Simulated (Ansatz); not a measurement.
```yaml
crystal:
  periodic: [false, false, false]
  atoms:
    - {symbol: B, position_ang: [-0.502994, 0.476090, -0.851442]}
    - {symbol: B, position_ang: [-0.484094, -0.694365, 0.698042]}
    - {symbol: B, position_ang: [0.747041, -0.637040, -0.490541]}
    - {symbol: B, position_ang: [0.240010, 0.856369, 0.643393]}
    - {symbol: H, position_ang: [0.655733, 1.810490, 1.360686]}
    - {symbol: H, position_ang: [1.707545, -1.287397, -0.992655]}
    - {symbol: H, position_ang: [-1.201320, 0.952139, -1.791401]}
    - {symbol: H, position_ang: [-1.161922, -1.476286, 1.423908]}
basis:
  gaussian: {orbitals: def2-TZVPD, fitting: {mean_field: cc-pVTZ-jkfit}}
total_charge: -1
magnetization: {spin_polarized: true, initial_magnetization: 1}
hamiltonian: {xc: {name: B3LYP5}}
scf: {omitted_lower_state_checks: [starts]}
```

```sh
$ ansatz run in.yaml --threads 4 --pin off --events-out ev --progress --plain --max-ram 3916MiB
```

Shortened log:

```
Functional definition: B3LYP5
436 factors; integrals over basis functions are off by at most 2.4e-1 eV
mean field evaluation 1: about -2764.4964 eV, gradient 2.0e1 eV
mean field evaluation 2: about -2762.2573 eV, gradient 2.7e1 eV
mean field evaluation 4: about -2767.2524 eV, gradient 2.2e-1 eV
mean field evaluation 8: about -2767.2527 eV, gradient 1.9e-2 eV
mean field evaluation 16: about -2767.2527 eV, gradient 2.2e-5 eV
mean field -2767.25269923 eV, -101.6946609855 hartree, gradient 2.2e-5 eV, S^2 0.754615; 0 other end points of the search recorded, 0 dependent functions left out
reference -2767.25299919 eV, -101.6946720089 hartree; 13, 12 occupied and 171, 172 virtual orbitals, 436 factors
Total energy: -2767.25299919 eV, -101.6946720089 hartree
Checks for a lower state left out: starts
```

It took 2.8 s on 4 threads of Arm Neoverse V1 on a shared host.
